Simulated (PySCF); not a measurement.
F₆Si₂, SMILES [Si](F)([Si](F)(F)F)(F)F. Atoms are numbered in the order given.

```xyz
8

F      1.2975    -0.7491     1.7177
Si     0.0000     0.0000     1.1570
F      0.0000     1.4982     1.7177
F     -1.2975    -0.7491     1.7177
Si     0.0000     0.0000    -1.1570
F      1.2975     0.7491    -1.7177
F      0.0000    -1.4982    -1.7177
F     -1.2975     0.7491    -1.7177
```
Charge 0, spin multiplicity 1.

The structure is a stationary point at PBE0-D3(BJ)/def2-SVP. One conformer was computed; it need not be the lowest.

Level of theory: SMD-B3LYP/def2-SVP (PySCF).

Solvation free energies are E(SMD) − E(gas) at the gas-phase geometry, for 1 M in both phases. In vacuum the dipole moment is 0.00 D.

Problem. Rank water, benzene, dichloromethane by solvation free energy, most negative first.

Solution. dichloromethane (-2.3 kcal/mol), benzene (-0.9 kcal/mol), water (1.1 kcal/mol)
